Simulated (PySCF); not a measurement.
Compound: C6H9P.
Structure used (PBE0-D3(BJ)/def2-SVP), in Å, numbered top down from 1:
```
atom  x, y, z in Å
C1    -2.6096    1.3239    0.1589
C2    -1.4428    1.3055    0.8090
P3    -0.6165   -0.1564    1.5146
C4    -1.3213   -1.5332    0.5074
C5     0.9875    0.0218    0.7887
C6     2.1361    0.1392    0.3998
C7     3.5015    0.2783   -0.0726
H8    -3.0693    2.2677   -0.1496
H9    -3.1560    0.4102   -0.0940
H10   -0.9402    2.2517    1.0453
H11   -2.3519   -1.7280    0.8402
H12   -0.7272   -2.4376    0.7019
H13   -1.3132   -1.3118   -0.5699
H14    4.2170    0.3074    0.7645
H15    3.7781   -0.5654   -0.7244
H16    3.6240    1.2043   -0.6564
```

Computed with PySCF at PBE0/pcSseg-1, non-relativistic, on one gas-phase PBE0-D3(BJ)/def2-SVP geometry that isn't relaxed in the solvent. The solvent is an IEF-PCM continuum (van der Waals radii × 1.2). Only the electrostatic response of the medium enters.

| run | E − E(gas) (kJ/mol) | HOMO (eV) | HOMO–LUMO gap (eV) | dipole (D) |
| --- | --- | --- | --- | --- |
| gas | 0.00 | -6.27 | 6.17 | 1.55 |
| P | -14.71 | -6.39 | 6.24 | 1.88 |
| Q | -9.11 | -6.33 | 6.21 | 1.76 |

Q: The runs were made in benzene and chloroform. Which run belongs to which solvent?

A: P = chloroform, Q = benzene. The dielectric constants are 2.271 (benzene), 4.711 (chloroform), and the energy falls further as ε rises. In this model the ground state sees the solvent through ε alone.

Q: How constant is the ratio of the lowering to (ε − 1)/(2ε + 1)?

A: 
```json
{"solvent": "benzene", "(ε − 1)/(2ε + 1)": "0.229", "E − E(gas) (kJ/mol)": "-9.11", "ratio (kJ/mol)": "-39.7", "polarisation term (kJ/mol)": "-9.70"}
{"solvent": "chloroform", "(ε − 1)/(2ε + 1)": "0.356", "E − E(gas) (kJ/mol)": "-14.71", "ratio (kJ/mol)": "-41.3", "polarisation term (kJ/mol)": "-16.29"}
```

The ratio changes by +3.9 % in size from benzene to chloroform. The polarisation term is half the interaction of the solute with the induced surface charges.
